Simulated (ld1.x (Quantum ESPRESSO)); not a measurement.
**Before and after: RRKJ potential for potassium**

* Element: K (Z = 19)
* Generator: ld1.x (Quantum ESPRESSO) 7.5
* Type: norm-conserving RRKJ (Kleinman–Bylander form)
* Functional: BP86
* Relativity: scalar-relativistic
* Frozen core: [Ar]
* Valence charge: 1
* Reference configuration: 3d0 4s0.5 4p0 (charge +0.5)
* Partial waves: 4p (bound, empty): rc 4.00 bohr; 3d (bound, empty): rc 4.20 bohr; 4s (bound): rc 3.05 bohr
* Local potential: the s channel
* Core correction: none
* rho0: 0.005

Change: all radii scaled by about 1.18 (s 3.60, p 4.72, d 4.96 bohr).

Cutoffs: the cutoffs (Ry, on a coarse ladder) from which the occupation-weighted sum of valence levels, in a spherical-Bessel basis at the reference potential, stays within 10 and 1 mRy of its value at 400 Ry; they do not see the model core or the augmentation charge, which bear on the density cutoff. Errors are all-electron minus pseudo energies relative to the spin-unpolarised reference configuration.

Question: What does the change do?

Answer: Both files are so soft that the ladder of cutoffs tells neither apart; of the 4 tests that both files solve, the error grows in 0 and shrinks in 2 by more than 15 % and 0.3 meV (median size 25.1 → 19.5 meV); neither file shows a bound ghost.

```tsv
quantity	base	changed
cutoff, loose	6 Ry	6 Ry
cutoff, tight	6 Ry	6 Ry
bound ghosts	none	none
error for 3d0 4s1 4p0, meV [ΔE -1.70 eV]	+6.1	+6.1
error for 3d0 4s0 4p1, meV [ΔE -0.14 eV]	+29	+30
error for 3d1 4s0 4p0, meV [ΔE 0.76 eV]	+117	+37
error for 3d0.5 4s0.5 4p0, meV [ΔE -0.47 eV]	+21	+9.0
```
